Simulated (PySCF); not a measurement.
Assigning NMR signals

Atom-mapped SMILES (the numbers label the heavy atoms): `[CH3:1][c:2]1[cH:3][cH:4][c:5]([NH:6][SiH3:7])[o:8]1`; H(Xn) means a hydrogen on atom n.

Computational details: PBE0/pcSseg-1 with gauge-including orbitals, structure optimised with GFN2-xTB, in PySCF 2.14 (equivalent nuclei averaged, no relativistic terms, one conformer, gas phase).

Shifts are taken against calculated references (same method and geometry level): 13C (σ = 186.93 ppm) and 1H (σ = 31.72 ppm) vs TMS.

Question: Assign these signals to the numbered atoms. 13C{1H} NMR (computed): δ 160.4 (C), 145.6 (C), 115.3 (CH), 85.6 (CH), 16.2 (CH3).

Answer: 
| δ (ppm) | atoms | environment | reason |
| --- | --- | --- | --- |
| 160.4 | C5 | aromatic carbon bearing nitrogen | σ withdrawal by the attached heteroatom moves it downfield of the ring CH carbons |
| 145.6 | C2 | substituted aromatic carbon next to the ring oxygen | – |
| 115.3 | C3 | aromatic CH | – |
| 85.6 | C4 | aromatic CH | π donation from the O or N substituent raises the electron density at positions ortho and para to it |
| 16.2 | C1 | methyl carbon on an aromatic ring | a saturated carbon with 1 carbon neighbour and no heteroatom attached |

Question: Assign these signals to the numbered atoms. 1H NMR (400 MHz, computed): δ 6.11 (m, 1H), 5.17 (m, 1H), 4.75 (s, 3H), 3.25 (br s, 1H), 2.31 (s, 3H).

Answer: 
```tsv
δ (ppm)	atoms	environment	reason
6.11	H(C3)	hydrogen on an aromatic CH	the ring current deshields protons in the ring plane
5.17	H(C4)	hydrogen on an aromatic CH	–
4.75	H(Si7)	hydrogen on a silicon bonded to N	–
3.25	H(N6)	hydrogen on an aniline-type nitrogen	exchangeable, gas-phase position
2.31	H(C1)	hydrogen on a methyl carbon on an aromatic ring	benzylic-type position, deshielded by the ring
```

OH/NH shifts are gas-phase values; hydrogen bonding in solution moves them, usually downfield. Shifts are as computed. Against solution values, carbons near 30 ppm lie about +3 ppm off and those near 130 ppm about +5 ppm (rms about the fit 2.1 ppm; single classes can miss by 10 ppm). Of 1328 compounds with measured shifts, 309 miss one by over three times the rms of a fit or turn the order of signals round; such compounds aren't used in these exercises. Signals without a measured value on file couldn't be tested in this way; 1H shifts scatter by 0.2 ppm about their fit, and single ones miss by 0.5 ppm. No couplings were computed; multiplicities are counted from neighbouring protons, with m where these are inequivalent, close in shift, in a saturated or five-membered ring or joined by F or P, and br s for small geminal =CH2 splittings.
